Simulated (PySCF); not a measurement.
C₂H₄N₂OSi. Atoms are numbered in the order given.

```xyz
10

N     -0.4037     3.3260     0.0000
C     -0.2295     2.1593     0.0000
N     -0.1586     0.8301     0.0000
C      0.9637     0.1859     0.0000
O      0.9826    -1.1341     0.0000
Si    -0.5442    -1.9989     0.0000
H      1.9704     0.6541     0.0000
H     -1.3025    -1.6703    -1.2463
H     -1.3025    -1.6703     1.2463
H     -0.0777    -3.4191     0.0000
```

The structure is a stationary point at PBE-D3(BJ)/def2-SVP. The structure was generated by enumeration; whether it is a known compound was not checked. The values are those of a single conformer.

Computed with PySCF with HF/pcSseg-1.

GIAO shieldings, no solvent; atoms alike by connectivity are averaged. δ = σ(ref) − σ: ¹⁵N against NH3 (σ = 267.3 ppm); ¹³C against TMS (σ = 192.6 ppm); ¹⁷O against H2O (σ = 333.0 ppm); ²⁹Si against TMS (σ = 393.8 ppm); ¹H against TMS (σ = 31.99 ppm), references at their B3LYP-D3(BJ)/def2-TZVP geometries, non-relativistic.

```csv
atoms,nucleus,count,δ (ppm)
N1,¹⁵N,1,286.8
N3,¹⁵N,1,225.5
C4,¹³C,1,186.1
C2,¹³C,1,…
O5,¹⁷O,1,…
Si6,²⁹Si,1,…
H7,¹H,1,…
"H8, H9, H10",¹H,3,5.06
```

Task: Fill in the missing entries. (The exact figures need the calculation; the answer reports its results.)

Result: 
- O5, δ (ppm): 152.5
- Si6, δ (ppm): -29.4
- H7, δ (ppm): 8.52
- C2, δ (ppm): 118.1
